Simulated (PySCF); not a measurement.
**Basis set benchmark on one molecule**

Molecule: `O=Cc1ccncc1`, C₆H₅NO.

Bonds (- single, = double, # triple, : aromatic): O1=C2 1.203 Å, C2-C3 1.486 Å, C3:C4 1.395 Å, C4:C5 1.395 Å, C5:N6 1.329 Å, N6:C7 1.333 Å, C7:C8 1.391 Å, C8:C3 1.397 Å. C2 carries H9; C4 carries H10; C5 carries H11; C7 carries H12; C8 carries H13.

Geometry PBE0-D3(BJ)/def2-SVP throughout; GIAO in PySCF 2.14.0 with density-fitted response routines, gas phase, one conformer, non-relativistic; equivalent atoms averaged; functional PBE0.

Reference values (estimated from measurements, as parent shift plus tabulated substituent increments; solution, not stated per compound (mostly CDCl3 or CCl4); Pretsch, Buehlmann, Badertscher, Structure Determination of Organic Compounds, 4th ed. (2009)): δ(C5/C7) = 151.5 ppm, δ(C4/C8) = 123.0 ppm, δ(C3) = 141.2 ppm, δ(H11/H12) = 8.90 ppm, δ(H10/H13) = 7.74 ppm. Computed shifts are taken against TMS, calculated as an isolated molecule at each level.

**Question.** How do the basis sets STO-3G, pcSseg-0, 6-31G, 6-31G*, cc-pVDZ, def2-SVP, pcSseg-1, aug-cc-pVDZ, 6-311+G(2d,p), def2-TZVP, cc-pVTZ, IGLO-III perform against the reference? Times are CPU seconds on 1 thread of an x86-64 server CPU, shared host.

**Answer.** 
| basis set | functions | C5/C7 | C4/C8 | C3 | H11/H12 | H10/H13 | mean abs. error C | mean abs. error H | core-s |
| --- | --- | --- | --- | --- | --- | --- | --- | --- | --- |
| STO-3G | 45 | 122.5 | 106.1 | 111.3 | 9.10 | 7.61 | 25.3 | 0.16 | 3.7 |
| pcSseg-0 | 82 | 165.4 | 132.5 | 146.9 | 9.57 | 7.82 | 9.7 | 0.38 | 14 |
| 6-31G | 82 | 146.8 | 119.4 | 135.2 | 9.36 | 7.84 | 4.8 | 0.28 | 7.8 |
| 6-31G* | 122 | 145.1 | 117.8 | 133.0 | 8.99 | 7.49 | 6.6 | 0.17 | 12 |
| cc-pVDZ | 137 | 150.2 | 123.0 | 140.3 | 9.00 | 7.51 | 0.7 | 0.17 | 28 |
| def2-SVP | 137 | 149.2 | 121.6 | 138.0 | 8.83 | 7.50 | 2.3 | 0.16 | 23 |
| pcSseg-1 | 161 | 157.4 | 127.2 | 144.2 | 9.13 | 7.66 | 4.4 | 0.16 | 22 |
| aug-cc-pVDZ | 229 | 150.8 | 121.3 | 140.2 | 9.30 | 7.97 | 1.1 | 0.31 | 44 |
| 6-311+G(2d,p) | 246 | 155.6 | 125.7 | 144.2 | 9.22 | 7.86 | 3.3 | 0.22 | 29 |
| def2-TZVP | 278 | 157.1 | 127.1 | 146.1 | 9.20 | 7.85 | 4.9 | 0.20 | 74 |
| cc-pVTZ | 310 | 156.1 | 126.4 | 144.2 | 9.15 | 7.84 | 3.7 | 0.17 | 72 |
| IGLO-III | 330 | 160.8 | 130.3 | 149.4 | 9.21 | 7.87 | 8.3 | 0.22 | 95 |

For 13C the closest is cc-pVDZ (0.7 ppm) and the furthest STO-3G (25.3 ppm).

For 1H the closest is def2-SVP (0.16 ppm, with pcSseg-1, STO-3G, cc-pVDZ, 6-31G*, cc-pVTZ practically level) and the furthest pcSseg-0 (0.38 ppm). Where a smaller basis beats a larger one, errors probably cancel. One molecule is a small sample, and vibrational and solvent effects are absent from the calculation.

A small basis that lands close on one nucleus may do so by chance; judge by the trend and by all nuclei.
